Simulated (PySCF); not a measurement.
SMILES c1cc([Si](O)(OC)O)ccc1 (C7H10O3Si), singlet, GFN2-xTB optimised geometry. Atoms within 1.6 Å of the plane z = 0.0 Å (x, y, z in Å): C1 (-0.96, 2.14, -0.94), O2 (-1.19, 1.13, 0.00), Si3 (-0.53, -0.37, 0.00), O4 (-0.78, -1.19, -1.38), O5 (1.10, -0.37, 0.00), C6 (-1.30, -1.17, 1.52), H12 (0.09, 2.43, -0.95), H14 (-1.57, 3.00, -0.66), H16 (1.57, 0.01, 0.73), H17 (-0.25, -3.00, 1.22).

Computed with PBE0/def2-SVP in PySCF. Cells within 0.4 Å of a nucleus heavier than hydrogen are left out (blank, or x).

Map of the log10 of the electron density (e/bohr³), floored at −4 on the plane z = 0.0 Å:

```
|0000000000000000000000000000000|
|0000000000000000000000000000000|
|0000000001111100000000000000000|
|0000000123333211000000000000000|
|0000000234444322210000000000000|
|0000001245555433321000000000000|
|0000001345666544432100000000000|
|0000001345666655442100000000000|
|0000001245666665443100000000000|
|0000001345677765432100000000000|
|0000001356899865432100000000000|
|00000024579xx975433321000000000|
|00000024679xx976544443200000000|
|0000002457899876666654310000000|
|0000001356788877778876420000000|
|0000001345678x9789x986531000000|
|0000001235669xx889xx97531000000|
|0000001235668xx789xx86531000000|
|0000001234567776788876420000000|
|0000001234566666667665310000000|
|0000001234455555555543200000000|
|0000001223444444333321000000000|
|0000000123334433222100000000000|
|0000000012233333211000000000000|
|0000000011223333210000000000000|
|0000000001122333210000000000000|
|0000000000112222110000000000000|
|0000000000001111000000000000000|
|0000000000000000000000000000000|
|0000000000000000000000000000000|
|0000000000000000000000000000000|
```
Scale: ten equal steps from -4.00 (start of '0') to -0.149 (end of '9'), in the order '0123456789'; x runs from -5.00 to 5.00, y from -5.00 (bottom) to 5.00 (top).
